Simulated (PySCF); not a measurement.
**Frontier orbitals and the lowest excitations**

Species: C4H3F3N2O.
Atom-mapped SMILES: `[F:1][C:2]([F:3])([F:4])[O:5][c:6]1[cH:7][n:8][nH:9][cH:10]1` (hydrogens: H11 on C7; H12 on N9; H13 on C10)

Method used: TDDFT wB97X-D/def2-SVPD, vertical, gas phase, core orbitals frozen in the response (PySCF 2.14.0, density-fitted response routines). Geometry: PBE0-D3(BJ)/def2-SVP, one conformer, isolated molecule.

Kohn–Sham orbitals with the atoms that hold most of them (Löwdin shares over 4%, at most four atoms; ? is withheld):

| orbital | ε (eV) | atoms |
| --- | --- | --- |
| HOMO-3 | -12.43 | O5 48%, N8 12%, C6 8%, C10 7% |
| HOMO-2 | -10.69 | N8 57%, C7 12%, N9 10%, O5 8% |
| HOMO-1 | -9.92 | ? |
| HOMO | -9.47 | C6 28%, C10 22%, N8 17%, N9 12% |
| LUMO | 1.68 | ? |
| LUMO+1 | 2.16 | C10 28%, H12 24%, H13 18%, N9 9% |
| LUMO+2 | 2.59 | C2 20%, O5 14%, H12 13%, C6 9% |

Problem. Which atoms hold the HOMO-1, and with what shares?

Solution. C7 (bonded to C, N and H) 30%; N9 (bonded to C, N and H) 25%; N8 (bonded to C and N) 20%; C10 (bonded to C, N and H) 11%. By element: nitrogen 45%, carbon 40% or more.

Problem. Which atoms hold the LUMO, and with what shares?

Solution. N8 (bonded to C and N) 24%; C10 (bonded to C, N and H) 23%; N9 (bonded to C, N and H) 20%; C7 (bonded to C, N and H) 11%. By element: nitrogen 44%, carbon 34% or more.

Problem. How does S1 compare with the orbital gap of 11.15 eV?

Solution. S1 is at 6.72 eV (f = 0.075), 4.43 eV below the gap, made of HOMO→LUMO (72%), HOMO-1→LUMO (14%). 

Problem. Give energy, strength and leading configuration of S1, S2, S4 and S5, and follow the Löwdin shares of the leading atoms from the occupied to the empty orbital.

Solution. 
- S1 (6.72 eV, f 0.075), HOMO→LUMO (72%): C6 28% → at most 12%, C10 22% → 23%, N8 17% → 24%
- S2 (6.93 eV, f 0.0080), HOMO-2→LUMO (92%): N8 57% → 24%, C7 12% → 11%, C10 at most 8% → 23%
- S4 (7.46 eV, f 0.0027), HOMO→LUMO+1 (90%): C6 28% → at most 9%, C10 22% → 28%, H12 at most 12% → 24%
- S5 (7.81 eV, f 0.0006), HOMO-1→LUMO+1 (81%): C7 30% → at most 9%, N9 25% → 9%, C10 11% → 28%, H12 at most 11% → 24%

Löwdin shares depend on the basis, the more so with diffuse functions.
